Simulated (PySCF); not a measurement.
# Ionisation energy of Si²⁺ by level of theory

Si²⁺ [Ne] 3s2 (1S) → Si³⁺ [Ne] 3s1 (2S), as a difference of total energies. All numbers are calculated (PySCF 2.14, the non-relativistic Hamiltonian (point nucleus), in def2-TZVP). Correlated levels: valence: [Ne] frozen. The calculations carry no spin-orbit coupling.

```json
{"method": "UHF", "ionisation energy (eV)": "31.979", "error (eV)": "-1.514"}
{"method": "B3LYP", "ionisation energy (eV)": "33.576", "error (eV)": "+0.083"}
{"method": "PBE", "ionisation energy (eV)": "33.424", "error (eV)": "-0.069"}
{"method": "MP2 (valence)", "ionisation energy (eV)": "32.831", "error (eV)": "-0.662"}
{"method": "SCS-MP2 (valence)", "ionisation energy (eV)": "33.002", "error (eV)": "-0.491"}
{"method": "CCSD (valence)", "ionisation energy (eV)": "33.196", "error (eV)": "-0.297"}
```

Reference: 33.493 eV (measured; NIST Atomic Spectra Database, ionization energies).

Errors of the correlated levels include the incompleteness of this basis and the frozen core.

With two correlated electrons CCSD is exact in that space.
